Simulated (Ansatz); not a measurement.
Consider the ligand exchange at the Si–N bond: `O[SiH](F)N[SiH3]` + `CBO` → `CBO[SiH](O)F` + `N[SiH3]`.

Gas-phase electronic energies from Ansatz, PBE0-D4/def2-TZVP geometries. CBS: MP2 limit from def2 TZ/QZ plus the TZ coupled-cluster correction, frozen cores. This one scheme is used for every species. DFT in def2-TZVPP. B3LYP here is the variant with VWN-RPA as its local correlation; programs differ in this. One conformer a species, not always the lowest.

```json
{"level": "PBE-D4", "ΔE (kJ/mol)": "-22.4"}
{"level": "ωB97M-V", "ΔE (kJ/mol)": "-27.5"}
{"level": "PBE", "ΔE (kJ/mol)": "-24.4"}
{"level": "B3LYP", "ΔE (kJ/mol)": "-32.9"}
{"level": "HF/def2-QZVPP", "ΔE (kJ/mol)": "-42.9"}
{"level": "SCS-MP2/def2-QZVPP", "ΔE (kJ/mol)": "-30.4"}
{"level": "MP2/CBS(def2)", "ΔE (kJ/mol)": "-28.0"}
{"level": "CCSD/CBS(def2)", "ΔE (kJ/mol)": "-30.5"}
```

**Question.** What does CCSD(T)/CBS give? (Estimate.)

**Answer.** Computed: -28.6 kJ/mol. The listed levels differ from it by 6.2, 1.1, 4.2, -4.3, -14.3, -1.8, 0.6, -1.9 kJ/mol.

Largest T1 diagnostic among the species: 0.012.

In def2-TZVPP, CCSD(T) changes the Hartree–Fock value by +13.5 kJ/mol (the triples alone add +1.9 kJ/mol) and MP2 by +14.1 kJ/mol. The D4 term adds +3.4 kJ/mol with B3LYP and +1.7 kJ/mol with PBE0; it sums over pairs of atoms, weighted by their polarisabilities, and B3LYP, whose exchange is more repulsive, gets the larger term.
